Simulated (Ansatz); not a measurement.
Ansatz (a quantum-chemistry and plane-wave program) input:

Ansatz 0.2 input:
```yaml
crystal:
  periodic: [false, false, false]
  atoms:
    - {symbol: La, position_ang: [0.34055592, -0.02857962, 0.43619663]}
    - {symbol: Cl, position_ang: [1.01902049, 0.40484460, -1.94922328]}
    - {symbol: Cl, position_ang: [-2.16088446, -0.30901882, 0.48668164]}
basis:
  gaussian:
    orbitals: def2-SVP
hamiltonian:
  xc: {name: PBE0}
total_charge: 1
```

Question: What final total energy does it print?

Answer: -951.31007 Eh (PBE0/def2-SVP). The basis has 68 functions.
